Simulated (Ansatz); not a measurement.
Reaction (redistribution): `[OH][Ga]([F])[SH]` + `N[SiH](N)Cl` → `[NH2][Ga]([F])[SH]` + `N[SiH](O)Cl`

Calculated with Ansatz (gas phase, PBE0-D4/def2-TZVP geometries, no zero-point term in ΔE). CCSD(T)/CBS is the MP2 limit (def2-TZVPP, def2-QZVPP) plus CCSD(T) − MP2 in def2-TZVPP, frozen cores. DFT in def2-TZVPP. B3LYP here is the variant with VWN-RPA as its local correlation; programs differ in this. For Ga outer-core shells are correlated without core-valence functions, which leaves a few kJ/mol of doubt a bond. Scalar relativity is left out up to krypton. Each species was taken in one conformer, which may not be the lowest.

| level | ΔE (kcal/mol) |
| --- | --- |
| B3LYP | -5.7 |
| MP2/def2-TZVPP | -5.7 |
| CCSD/def2-TZVPP | -6.0 |
| SCS-MP2/def2-QZVPP | -6.0 |

Problem. What does CCSD(T)/CBS give? (An estimate is asked.)

Solution. The calculation gave: -6.4 kcal/mol. The listed levels differ from it by 0.7, 0.7, 0.4, 0.4 kcal/mol.

Largest T1 diagnostic among the species: 0.014.

In def2-TZVPP, CCSD(T) changes the Hartree–Fock value by +0.8 kcal/mol (the triples alone add +0.2 kcal/mol) and MP2 by +0.8 kcal/mol.
